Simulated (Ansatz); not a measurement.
Program: Ansatz. Geometries: PBE0-D4/def2-TZVP. ΔE: electronic, gas phase. CCSD(T)/CBS adds triple-zeta CCSD(T) − MP2 to the extrapolated MP2 energy (def2 sets, frozen cores). Functionals use def2-TZVPP. B3LYP here is the variant with VWN-RPA as its local correlation; programs differ in this. Each species was taken in one conformer, which may not be the lowest.

`NB(N)O[SiH3]` + `N[SiH](O)S` → `N[SiH](O)S[SiH3]` + `NB(N)O`  (ligand exchange at the Si–O bond)

Question: Is it downhill or uphill in electronic energy at CCSD(T)/CBS, and by how much? (An estimate is asked.)

Answer: Computed: Uphill: ΔE = +31.1 kJ/mol.

Question: What do these levels give: B3LYP-D4, PBE-QIDH, r2SCANh, CCSD/def2-SVP, CCSD/def2-TZVPP, SCS-MP2/def2-QZVPP? (An estimate is asked.)

Answer: Ansatz gave: B3LYP-D4 35.1, PBE-QIDH 27.5, r2SCANh 29.5, CCSD/def2-SVP 28.6, CCSD/def2-TZVPP 37.4, SCS-MP2/def2-QZVPP 35.5 kJ/mol.

Largest T1 diagnostic among the species: 0.011.

From BLYP to BHLYP (50 % exact exchange), in def2-TZVPP and without D4, ΔE moves by +5.5 kJ/mol. At CCSD(T), def2-SVP lies −4.2 kJ/mol from the extrapolated value and def2-TZVPP +3.1 kJ/mol. The D4 term adds −4.2 kJ/mol with B3LYP and −2.2 kJ/mol with PBE0; it sums over pairs of atoms, weighted by their polarisabilities, and B3LYP, whose exchange is more repulsive, gets the larger term.
